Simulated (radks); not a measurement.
Task: The table gives one normalised radial function P(r) = r R(r) of Bi in [Hg] 6p2 7s1 (r in bohr). All-electron calculation, non-relativistic Kohn-Sham, r2SCAN, spin-polarised, spherical densities, point nucleus; open shells are filled with parallel spins first (spin-orbit coupling, left out, can overturn this in heavy ions); meta-GGA in the generalised Kohn-Sham scheme; relativity is left out, which matters for an element this heavy. Program: a radial shooting solver on a logarithmic mesh with Libxc functionals.

| r | P |
|---|---|
| 0.001393 | 0.0000 |
| 0.001648 | 0.0000 |
| 0.001949 | 0.0000 |
| 0.002306 | 0.0001 |
| 0.002728 | 0.0001 |
| 0.003227 | 0.0002 |
| 0.003817 | 0.0003 |
| 0.00448 | 0.0005 |
| 0.005299 | 0.0007 |
| 0.006268 | 0.0012 |
| 0.007415 | 0.0019 |
| 0.008772 | 0.0031 |
| 0.01038 | 0.0048 |
| 0.01227 | 0.0076 |
| 0.01452 | 0.0118 |
| 0.01704 | 0.0179 |
| 0.02016 | 0.0272 |
| 0.02384 | 0.0407 |
| 0.02821 | 0.0599 |
| 0.03337 | 0.0863 |
| 0.03947 | 0.1211 |
| 0.04669 | 0.1650 |
| 0.05523 | 0.2166 |
| 0.06481 | 0.2692 |
| 0.07667 | 0.3205 |
| 0.0907 | 0.3554 |
| 0.1073 | 0.3577 |
| 0.1269 | 0.3104 |
| 0.1501 | 0.2017 |
| 0.1776 | 0.0332 |
| 0.2101 | -0.1729 |
| 0.2465 | -0.3640 |
| 0.2916 | -0.5028 |
| 0.345 | -0.5231 |
| 0.4081 | -0.3939 |
| 0.4828 | -0.1261 |
| 0.5711 | 0.2270 |
| 0.6756 | 0.5867 |
| 0.7991 | 0.8693 |
| 0.9378 | 1.0133 |
| 1.109 | 1.0184 |
| 1.312 | 0.9003 |
| 1.552 | 0.7111 |
| 1.836 | 0.5053 |
| 2.172 | 0.3243 |
| 2.57 | 0.1880 |
| 3.04 | 0.0963 |
| 3.567 | 0.0448 |
| 4.22 | 0.0168 |
| 4.992 | 0.0050 |
| 5.905 | 0.0012 |
| 6.985 | 0.0003 |
| 8.263 | 0.0000 |
| 9.775 | 0.0000 |
| 11.56 | 0.0000 |
| 13.57 | 0.0000 |
| 16.05 | 0.0000 |
| 18.99 | 0.0000 |
| 22.46 | 0.0000 |

Which n and l does it have? It may be an empty orbital.

Result: n = 5, l = 2: the number of nodes gives n - l - 1 = 2, the rise at small r (about r^(l+1)) gives l, and the extent must fit the shell. The curve is that of 5d up; the table hardly tells the two spins apart. 5d up: eigenvalue -35.609 eV, 2 radial nodes at r = 0.183, 0.514 bohr, <r> = 1.21 bohr, 90 % of the charge inside 1.82 bohr.
